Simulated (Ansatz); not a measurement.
Z-matrix (Å, degrees):
```
Si
H 1 1.4840
H 1 1.4842 2 108.57
H 1 1.4914 2 107.70 3 -116.29
B 1 2.0099 2 113.67 4 -116.57
H 5 1.1917 1 121.42 2 27.60
H 5 1.1917 6 117.40 1 -176.87
```
Charge 0, multiplicity 1.

These are frozen-core CCSD(T)/cc-pVTZ // B3LYP-D3(BJ)/def2-TZVP run with Ansatz (a first-principles code) values and carry that method's errors.

```yaml
HF energy: -316.50346 Ha
MP2 correlation energy: -0.23349 Ha
```

Task: Estimate the CCSD correlation energy, the (T) correction, the total energy and the T1 diagnostic.

Result: 
The CCSD correlation energy comes out as -0.27664 Ha and the (T) correction is -0.00780 Ha. The CCSD(T) total energy comes out as -316.78790 Ha and the T1 diagnostic is 0.012.
